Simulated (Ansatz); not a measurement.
```yaml
crystal:
  periodic: [false, false, false]
  atoms:
    - {symbol: F, position_ang: [0.662761, -1.856347, -1.407327]}
    - {symbol: C, position_ang: [-0.354883, -1.052576, -0.927599]}
    - {symbol: C, position_ang: [0.160721, -0.249174, 0.252010]}
    - {symbol: C, position_ang: [1.235178, 0.726570, -0.180979]}
    - {symbol: F, position_ang: [1.796702, 1.327342, 0.931387]}
    - {symbol: C, position_ang: [-0.966498, 0.468748, 0.961112]}
    - {symbol: F, position_ang: [-1.647201, 1.261518, 0.087011]}
    - {symbol: F, position_ang: [-1.855393, -0.428504, 1.460154]}
    - {symbol: H, position_ang: [-0.683500, -0.403443, -1.743598]}
    - {symbol: H, position_ang: [-1.183895, -1.695268, -0.626004]}
    - {symbol: H, position_ang: [0.596724, -0.944563, 0.976968]}
    - {symbol: H, position_ang: [0.818568, 1.514896, -0.815172]}
    - {symbol: H, position_ang: [2.025455, 0.204031, -0.722996]}
    - {symbol: H, position_ang: [-0.617638, 1.097671, 1.783734]}
basis:
  gaussian: {orbitals: def2-mTZVP}
hamiltonian: {xc: {name: wB97M-V}}
output: {forces: true}
```

```sh
$ ansatz run in.yaml --threads 2 --pin off --events-out ev --progress --plain --max-ram 32768MiB --backend cpu
```

It prints (some lines left out):

```
Functional definition: wB97M-V
1508 factors; integrals over basis functions are off by at most 1.1e-3 eV
377 factors; integrals over basis functions are off by at most 4.0e-6 eV
mean field evaluation 1: about -15110.7521 eV, gradient 4.6e1 eV
mean field evaluation 2: about -15112.2632 eV, gradient 4.0e1 eV
mean field evaluation 4: about -15114.3422 eV, gradient 2.2e0 eV
mean field evaluation 8: about -15114.5643 eV, gradient 1.1e-1 eV
mean field evaluation 16: about -15114.5644 eV, gradient 1.4e-4 eV
mean field -15114.56437150 eV, -555.4499956329 hartree, gradient 2.4e-5 eV, S^2 0.000000; 0 other end points of the search recorded, 0 dependent functions left out
reference -15114.56441477 eV, -555.4499972229 hartree; 33, 33 occupied and 137, 137 virtual orbitals, 1508 factors
Total energy: -15114.56441477 eV, -555.4499972229 hartree
Atom 0 at     0.662761    -1.856347    -1.407327 Å, force     0.333492    -0.233424    -0.132832 eV/Å
Atom 1 at    -0.354883    -1.052576    -0.927599 Å, force    -0.448255     0.186895     0.030505 eV/Å
Atom 2 at     0.160721    -0.249174     0.252010 Å, force     0.062982    -0.100564     0.116109 eV/Å
Atom 3 at     1.235178     0.726570    -0.180979 Å, force    -0.061881    -0.101461    -0.455227 eV/Å
Atom 4 at     1.796702     1.327342     0.931387 Å, force     0.146867     0.177126     0.358519 eV/Å
Atom 5 at    -0.966498     0.468748     0.961112 Å, force     0.462514     0.166624     0.275917 eV/Å
Atom 6 at    -1.647201     1.261518     0.087011 Å, force    -0.193696     0.234353    -0.304960 eV/Å
Atom 7 at    -1.855393    -0.428504     1.460154 Å, force    -0.276651    -0.299308     0.142510 eV/Å
Atom 8 at    -0.683500    -0.403443    -1.743598 Å, force     0.004082    -0.034445     0.051929 eV/Å
Atom 9 at    -1.183895    -1.695268    -0.626004 Å, force     0.042806     0.045585    -0.026801 eV/Å
Atom 10 at     0.596724    -0.944563     0.976968 Å, force    -0.013838     0.029072    -0.035300 eV/Å
Atom 11 at     0.818568     1.514896    -0.815172 Å, force     0.027365    -0.052289     0.019790 eV/Å
Atom 12 at     2.025455     0.204031    -0.722996 Å, force    -0.056867     0.036196     0.024500 eV/Å
Atom 13 at    -0.617638     1.097671     1.783734 Å, force    -0.028920    -0.054357    -0.064660 eV/Å
Dipole moment:     0.011608     0.032731    -0.083144 e Å
```

Hardware: 2 threads of an AMD EPYC 7R13 on a shared host. Wall time 14 s, peak host memory 0.66 GiB.
